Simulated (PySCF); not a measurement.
NMR data simulated for an unnamed compound:

¹H NMR (400 MHz, computed): δ 6.49 (dq, J = 16.7, 8.4 Hz, 1H), 5.63 (dq, J = 16.7, 2.6 Hz, 1H), 2.89 (br s, 2H), 1.91 (dd, J = 8.4, 2.6 Hz, 3H).

¹³C{¹H} NMR (computed): δ 154.8 (CH), 118.6 (CH), 102.9 (C), 96.6 (C), 22.2 (CH3).

- GIAO PBE0/pcSseg-1 shieldings
- spin–spin couplings from B3LYP/pcJ-1 (spin–dipole term only in couplings to heteroatoms)
- geometry: PBE0-D3(BJ)/def2-SVP
- code: PySCF 2.14.0 with density-fitted response routines
- non-relativistic Hamiltonian, in vacuum, a single conformation, one averaged value for each set of equivalent atoms

References, each an isolated molecule treated in the same way: TMS for ¹H (σref 31.27), ¹³C (σref 184.41).

**Question.** Which of these does the molecule contain: an OH group, a benzene ring, a non-aromatic C=C double bond, an amide, a carboxylic acid, a C≡C triple bond?

**Answer.** 
- An OH group: yes (δH 2.89 (br s)).
- A benzene ring: no.
- A non-aromatic C=C double bond: yes.
- An amide: no.
- A carboxylic acid: no.
- A C≡C triple bond: yes (δC 102.9, 96.6).

The data belong to `InChI=1S/C5H7BO2/c1-2-3-4-5-6(7)8/h2-3,7-8H,1H3/b3-2+`; they needn't prove each group on their own.

Carbon signals by region: 3 in the sp2 and nitrile region (100–160 ppm), 1 at 50–100 ppm, 1 below 50 ppm.

Exchangeable OH/NH protons stand at their gas-phase positions; hydrogen bonding in a real sample shifts them, mostly to higher δ. A carbon bonded to boron is broadened by the quadrupolar boron nucleus and is often missing from a measured spectrum. Splittings below 1 Hz are ignored in the labels, and close J values are merged. Unscaled 3J(H,H) at this level run about 10 % above measured values. Shifts are as computed. Against solution values, carbons near 30 ppm lie about +2 ppm off and those near 130 ppm about +5 ppm. Of 1309 compounds with measured shifts, 239 miss one by over three times the rms of a fit or turn the order of signals round; such compounds aren't used in these exercises.
